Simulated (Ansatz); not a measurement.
Program: Ansatz. Geometries: PBE0-D4/def2-TZVP. ΔE: electronic, gas phase. CBS: MP2 limit from def2 TZ/QZ plus the TZ coupled-cluster correction, frozen cores. Functionals use def2-TZVPP. B3LYP here is the variant with VWN-RPA as its local correlation; programs differ in this. For Ge outer-core shells are correlated without core-valence functions, which leaves a few kJ/mol of doubt a bond. Scalar relativity is left out up to krypton. One conformer a species, not always the lowest.

`[SiH3][S][GeH3]` + `C=C(O)F` → `C=C(F)O[SiH3]` + `[SH][GeH3]`  (ligand exchange at the Si–S bond)

`[SiH3][S][GeH3]`:

Z-matrix (Å, degrees):
```
Si
S 1 2.131
H 1 1.483 2 106.5
H 1 1.487 2 111.1 3 119.7
H 1 1.487 2 111.1 3 -119.7
Ge 2 2.227 1 98.2 3 -179.6
H 6 1.533 2 105.6 1 179.6
H 6 1.536 2 109.6 1 60.0
H 6 1.536 2 109.7 1 -60.8
```

`C=C(O)F`:

```xyz
7

C     0.874   -0.334   -0.509
C    -0.267    0.082    0.007
O    -0.508    0.333    1.295
F    -1.349    0.305   -0.748
H     0.951   -0.502   -1.571
H     1.722   -0.501    0.135
H    -1.422    0.617    1.391
```

`C=C(F)O[SiH3]`:

```xyz
10

C    -2.076   -0.017    0.491
C    -0.846   -0.230    0.058
F    -0.548   -1.298   -0.700
O     0.216    0.526    0.288
Si    1.770    0.255   -0.264
H    -2.863   -0.709    0.236
H    -2.284    0.850    1.098
H     2.535    1.394    0.285
H     1.805    0.261   -1.746
H     2.291   -1.031    0.256
```

`[SH][GeH3]`:

```xyz
6

S     0.555    0.673   -1.484
Ge   -0.267    0.049    0.486
H     1.083   -0.530   -1.766
H     0.864   -0.412    1.417
H    -1.289   -1.084    0.306
H    -0.947    1.305    1.042
```

```csv
level,ΔE (kcal/mol),difference from CCSD(T)/CBS
r2SCAN-D4,-4.5,0.5
PBE0-D4,-2.7,2.3
ωB97X-V,-5.5,-0.5
ωB97M-V,-5.4,-0.4
B2PLYP,-6.7,-1.7
r2SCAN,-4.5,0.5
PBE0,-3.2,1.8
B3LYP,-7.0,-2.0
HF/def2-TZVPP,-9.5,-4.5
MP2/def2-TZVPP,-5.3,-0.3
SCS-MP2/def2-TZVPP,-6.8,-1.8
CCSD/def2-TZVPP,-6.7,-1.7
MP2/def2-QZVPP,-4.8,0.2
SCS-MP2/def2-QZVPP,-6.3,-1.3
HF/CBS(def2),-9.8,-4.8
CCSD/CBS(def2),-5.7,-0.7
CCSD(T)/CBS,-5.0,0
```

Largest T1 diagnostic among the species: 0.012.

In def2-TZVPP, CCSD(T) changes the Hartree–Fock value by +3.4 kcal/mol (the triples alone add +0.7 kcal/mol) and MP2 by +4.2 kcal/mol. The D4 term adds +0.9 kcal/mol with B3LYP and +0.4 kcal/mol with PBE0; it sums over pairs of atoms, weighted by their polarisabilities, and B3LYP, whose exchange is more repulsive, gets the larger term.
